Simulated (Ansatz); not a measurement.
Program: Ansatz. Geometries: PBE0-D4/def2-TZVP. ΔE: electronic, gas phase. CCSD(T)/CBS is the MP2 limit (def2-TZVPP, def2-QZVPP) plus CCSD(T) − MP2 in def2-TZVPP, frozen cores. This one scheme is used for every species. DFT in def2-TZVPP. Each species was taken in one conformer, which may not be the lowest.

Consider the formal exchange of groups at the Si–S bond: `NCS[SiH3]` + `C1=CC1` → `[SiH3]C1C=C1` + `NCS`.

| level | ΔE (kJ/mol) | difference from CCSD(T)/CBS |
| --- | --- | --- |
| revPBE-D4 | 65.5 | 1.9 |
| PBE0-D4 | 67.0 | 3.4 |
| r2SCAN0-D4 | 68.2 | 4.6 |
| PBE-QIDH | 66.9 | 3.3 |
| LC-ωPBE | 64.0 | 0.4 |
| MP2/def2-TZVPP | 64.7 | 1.1 |
| CCSD(T)/def2-TZVPP | 61.9 | -1.7 |
| SCS-MP2/def2-QZVPP | 63.7 | 0.1 |
| HF/CBS(def2) | 65.0 | 1.4 |
| MP2/CBS(def2) | 66.4 | 2.8 |
| CCSD(T)/CBS | 63.6 | 0 |

Largest T1 diagnostic among the species: 0.011.

Leaving LDA and LC-ωPBE aside and taking each functional with its dispersion term where it has one, the values, not all of them listed here, spread over 6.1 kJ/mol, from CAM-B3LYP-D4 to r2SCAN0-D4. From BLYP to BHLYP (50 % exact exchange), in def2-TZVPP and without D4, ΔE moves by +3.2 kJ/mol. At CCSD(T), def2-SVP lies −7.0 kJ/mol from the extrapolated value and def2-TZVPP −1.7 kJ/mol.
